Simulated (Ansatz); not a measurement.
Molecular dynamics of C2H7BO

The input (input.yaml):

```yaml
crystal:
  periodic: [false, false, false]
  atoms:
    - { symbol: B, position_ang: [-0.019434, -0.110123, -0.012612] }
    - { symbol: O, position_ang: [0.056171, -0.242534, 1.390838] }
    - { symbol: H, position_ang: [-0.729732, -0.595904, 1.837051] }
    - { symbol: C, position_ang: [1.279081, 0.087169, -0.764671] }
    - { symbol: H, position_ang: [1.910513, -0.844477, -0.664679] }
    - { symbol: H, position_ang: [1.342086, 0.323847, -2.04731] }
    - { symbol: H, position_ang: [1.857899, 0.782335, -0.177633] }
    - { symbol: C, position_ang: [-1.341596, -0.012344, -0.872186] }
    - { symbol: H, position_ang: [-2.19865, -0.482343, -0.379809] }
    - { symbol: H, position_ang: [-1.587161, 1.106124, -0.510597] }
    - { symbol: H, position_ang: [-1.408304, -0.237458, -2.040352] }
basis:
  gaussian: { orbitals: def2-SVP }
hamiltonian:
  xc: pbe0
md:
  timestep: 0.5
  n_steps: 250
  ensemble: nvt_nose_hoover
  temperature: 300.0
  initial_velocities: maxwell_boltzmann
  seed: 335301
  nose_hoover: { tau: 50.0, chain_length: 1 }
```

Run as:

```bash
$ ansatz run input.yaml --threads 2 --pin off --max-ram 3072MiB --backend cpu --events-out ev --progress --plain --runs-dir out
```

It goes on from the last frame of an earlier run, with new velocities.

Output, in part (one step line in 9, the closing report, with atoms numbered from 0):

```
md step     0: t =     0.00 fs  T =   300.0 K  F+E_penalty+E_count = -4902.71628612 eV  E_kin = 0.349002 eV  conserved = -4902.36728413 eV  (24 SCF iters)
md step     9: t =     4.50 fs  T =   594.2 K  F+E_penalty+E_count = -4903.06590294 eV  E_kin = 0.691232 eV  conserved = -4902.36703746 eV  (23 SCF iters)
md step    18: t =     9.00 fs  T =   656.0 K  F+E_penalty+E_count = -4903.17463490 eV  E_kin = 0.763135 eV  conserved = -4902.36951122 eV  (24 SCF iters)
md step    27: t =    13.50 fs  T =   953.0 K  F+E_penalty+E_count = -4903.56760038 eV  E_kin = 1.108645 eV  conserved = -4902.37738712 eV  (24 SCF iters)
md step    36: t =    18.00 fs  T =   882.7 K  F+E_penalty+E_count = -4903.55432459 eV  E_kin = 1.026863 eV  conserved = -4902.38104406 eV  (24 SCF iters)
md step    45: t =    22.50 fs  T =   385.3 K  F+E_penalty+E_count = -4903.02725340 eV  E_kin = 0.448193 eV  conserved = -4902.36929756 eV  (24 SCF iters)
md step    54: t =    27.00 fs  T =   559.3 K  F+E_penalty+E_count = -4903.32175615 eV  E_kin = 0.650627 eV  conserved = -4902.36949183 eV  (23 SCF iters)
md step    63: t =    31.50 fs  T =   462.1 K  F+E_penalty+E_count = -4903.32332570 eV  E_kin = 0.537623 eV  conserved = -4902.37175195 eV  (24 SCF iters)
md step    72: t =    36.00 fs  T =   640.2 K  F+E_penalty+E_count = -4903.61613778 eV  E_kin = 0.744749 eV  conserved = -4902.37965916 eV  (24 SCF iters)
md step    81: t =    40.50 fs  T =   717.6 K  F+E_penalty+E_count = -4903.80137258 eV  E_kin = 0.834764 eV  conserved = -4902.38127383 eV  (24 SCF iters)
md step    90: t =    45.00 fs  T =   460.5 K  F+E_penalty+E_count = -4903.58809917 eV  E_kin = 0.535753 eV  conserved = -4902.37547755 eV  (24 SCF iters)
md step    99: t =    49.50 fs  T =   326.9 K  F+E_penalty+E_count = -4903.53027703 eV  E_kin = 0.380281 eV  conserved = -4902.37415082 eV  (24 SCF iters)
md step   108: t =    54.00 fs  T =   181.2 K  F+E_penalty+E_count = -4903.44608274 eV  E_kin = 0.210787 eV  conserved = -4902.37496382 eV  (25 SCF iters)
md step   117: t =    58.50 fs  T =   317.5 K  F+E_penalty+E_count = -4903.67201298 eV  E_kin = 0.369400 eV  conserved = -4902.37905709 eV  (24 SCF iters)
md step   126: t =    63.00 fs  T =   416.9 K  F+E_penalty+E_count = -4903.86132881 eV  E_kin = 0.485007 eV  conserved = -4902.38029403 eV  (24 SCF iters)
md step   135: t =    67.50 fs  T =   331.0 K  F+E_penalty+E_count = -4903.82337232 eV  E_kin = 0.385051 eV  conserved = -4902.37992836 eV  (24 SCF iters)
md step   144: t =    72.00 fs  T =   249.4 K  F+E_penalty+E_count = -4903.78413907 eV  E_kin = 0.290170 eV  conserved = -4902.38017262 eV  (24 SCF iters)
md step   153: t =    76.50 fs  T =   171.2 K  F+E_penalty+E_count = -4903.74262455 eV  E_kin = 0.199123 eV  conserved = -4902.37861962 eV  (25 SCF iters)
md step   162: t =    81.00 fs  T =   176.8 K  F+E_penalty+E_count = -4903.79919646 eV  E_kin = 0.205676 eV  conserved = -4902.37872344 eV  (25 SCF iters)
md step   171: t =    85.50 fs  T =   174.8 K  F+E_penalty+E_count = -4903.84351424 eV  E_kin = 0.203345 eV  conserved = -4902.37996193 eV  (24 SCF iters)
md step   180: t =    90.00 fs  T =   187.8 K  F+E_penalty+E_count = -4903.89167298 eV  E_kin = 0.218422 eV  conserved = -4902.38166326 eV  (24 SCF iters)
md step   189: t =    94.50 fs  T =   198.4 K  F+E_penalty+E_count = -4903.93243621 eV  E_kin = 0.230773 eV  conserved = -4902.38210753 eV  (24 SCF iters)
md step   198: t =    99.00 fs  T =   171.7 K  F+E_penalty+E_count = -4903.92988292 eV  E_kin = 0.199690 eV  conserved = -4902.38111135 eV  (24 SCF iters)
md step   207: t =   103.50 fs  T =   121.0 K  F+E_penalty+E_count = -4903.89804326 eV  E_kin = 0.140714 eV  conserved = -4902.38075486 eV  (24 SCF iters)
md step   216: t =   108.00 fs  T =    81.5 K  F+E_penalty+E_count = -4903.87237377 eV  E_kin = 0.094825 eV  conserved = -4902.38089704 eV  (24 SCF iters)
md step   225: t =   112.50 fs  T =   103.1 K  F+E_penalty+E_count = -4903.91362620 eV  E_kin = 0.119920 eV  conserved = -4902.38147373 eV  (24 SCF iters)
md step   234: t =   117.00 fs  T =   127.2 K  F+E_penalty+E_count = -4903.95796213 eV  E_kin = 0.148033 eV  conserved = -4902.38185456 eV  (24 SCF iters)
md step   243: t =   121.50 fs  T =   128.4 K  F+E_penalty+E_count = -4903.97440255 eV  E_kin = 0.149351 eV  conserved = -4902.38192362 eV  (24 SCF iters)
md step   250: t =   125.00 fs  T =   106.3 K  F+E_penalty+E_count = -4903.95873107 eV  E_kin = 0.123706 eV  conserved = -4902.38172204 eV  (25 SCF iters)
Total energy: -4903.95875547 eV, -180.2171602408 hartree
Atom 0 at    -0.003187    -0.088899    -0.008019 Å, force    -0.212512     0.726625    -0.280770 eV/Å
Atom 1 at     0.021881    -0.394011     1.304357 Å, force    -0.162733    -0.260588     0.644634 eV/Å
Atom 2 at    -0.865846    -0.472471     1.679939 Å, force     0.227913    -0.012697    -0.051799 eV/Å
Atom 3 at     1.361997     0.151975    -0.740534 Å, force    -0.246634     1.337931     0.213747 eV/Å
Atom 4 at     2.215649    -0.291186    -0.247822 Å, force     0.540076    -0.200692     0.326748 eV/Å
Atom 5 at     1.273977    -0.237269    -1.735287 Å, force     0.118067    -0.459459    -1.089536 eV/Å
Atom 6 at     1.563231     1.261529    -0.894048 Å, force    -0.259969    -0.966295     0.321831 eV/Å
Atom 7 at    -1.381554     0.073524    -0.772377 Å, force     0.681773    -0.207029     0.841051 eV/Å
Atom 8 at    -2.231795     0.285462    -0.130141 Å, force    -0.397729     0.297938     0.273126 eV/Å
Atom 9 at    -1.320080     0.767149    -1.587647 Å, force    -0.055424     0.780922    -0.662431 eV/Å
Atom 10 at    -1.590346    -0.879840    -1.221843 Å, force    -0.232826    -1.036655    -0.536601 eV/Å
Dipole moment:    -0.305631    -0.021433    -0.012048 e Å
```

All steps were run. The conserved energy stayed within 1.4 meV per atom of its start (net change -1.3 meV per atom), so the integration is sound. The mean temperature of the second half is 41 % below the set value. A run of 0.12 ps of so small a system gives no equilibrium averages.

The same pairs are bonded in the first frame and the last. Pairs count as bonded within 1.25 times the sum of covalent radii (0.12 Å more for H–H).

Last frame:

```xyz
11
Properties=species:S:1:pos:R:3
B -0.003 -0.089 -0.008
O 0.022 -0.394 1.304
H -0.866 -0.472 1.680
C 1.362 0.152 -0.741
H 2.216 -0.291 -0.248
H 1.274 -0.237 -1.735
H 1.563 1.262 -0.894
C -1.382 0.073 -0.772
H -2.232 0.285 -0.130
H -1.320 0.767 -1.588
H -1.590 -0.880 -1.222
```

Run time: 9.3 min on 2 threads of Intel(R) Xeon(R) Platinum 8175M CPU @ 2.50GHz (Skylake/Cascade Lake), on a shared host, peak memory 0.18 GiB.
